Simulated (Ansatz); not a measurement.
ClZn (`[Cl][Zn]`) radical. The species carries charge 0 and has multiplicity 2. For Zn the d shell is correlated and the shells below it are frozen. Scalar relativity is left out up to krypton.

Z-matrix (Å, degrees):
```
Cl
Zn 1 2.159
```

Q: Give the diagnostics of a CCSD(T)/def2-TZVPP run (frozen core, the Gaussian-basis code of Ansatz). (An estimate is asked.)

A: Computed: T1 = 0.0165, largest single amplitude 0.054, largest double 0.037, (T) share of the correlation energy 3.2 %, 11 CCSD cycles. ⟨S²⟩ of the UHF reference is 0.754 against 0.75 for a pure state. T1 lies under the customary mark of 0.045 for open shells.
